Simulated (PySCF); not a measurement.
**Identify the compound**

An unknown has the formula C6H6O4. Its calculated NMR data are:

1H NMR (300 MHz, computed): δ 7.63 (m, 1H), 5.68 (m, 1H), 5.15 (br s, 1H), 3.98 (s, 3H).

13C{1H} NMR (computed): δ 167.0, 164.2, 139.7, 132.0, 90.7, 53.1.

Computational details: shielding tensors at PBE0/pcSseg-1 (GIAO), GFN2-xTB structure, in PySCF 2.14.0 with density-fitted response routines (a single conformation, no solvent, fast rotation and ring inversion assumed for equivalent nuclei, relativity neglected).

Referencing at the same level of theory: TMS for 1H and 13C.

Question: What is the structure?

Answer: 
- The formula gives 4 degrees of unsaturation (1 ring in the answer).
- 6 carbon signals for 6 carbons: no two carbons are equivalent.
- Carbon types of the structure: 3 × C, 2 × CH, 1 × CH3, leaving 1 H on heteroatoms.
- δC 167.0: aromatic carbon bearing oxygen; σ withdrawal by the attached heteroatom moves it downfield of the ring CH carbons.
- δC 164.2: ester carbonyl carbon; lone-pair donation from the attached heteroatom keeps it upfield of a ketone carbonyl.
- δC 139.7: substituted aromatic carbon next to the ring oxygen.
- δC 132.0, 90.7: aromatic CH.
- δH 7.63, 5.68: hydrogen on an aromatic CH.
- δH 5.15: hydrogen on a phenol-type oxygen; exchangeable; this is the value without hydrogen bonding to other molecules.
- δH 3.98: hydrogen on a methyl carbon bonded to O; its carbon carries O, an electronegative neighbour.

These data were computed for SMILES COC(=O)c1ccc(O)o1.

The data come from this structure; uniqueness wasn't tested.

The OH or NH signal is concentration- and solvent-dependent in practice; the value given is the gas-phase one. Shifts are as computed. Against solution values, carbons near 30 ppm lie about +3 ppm off and those near 130 ppm about +5 ppm (rms about the fit 2.1 ppm; single classes can miss by 10 ppm). Of 1328 compounds with measured shifts, 309 miss one by over three times the rms of a fit or turn the order of signals round; such compounds aren't used in these exercises. Signals without a measured value on file couldn't be tested in this way; 1H shifts scatter by 0.2 ppm about their fit, and single ones miss by 0.5 ppm. Multiplicities follow the n + 1 count of equivalent neighbours, as no J values were calculated; m marks all less simple cases, F and P coupling included.
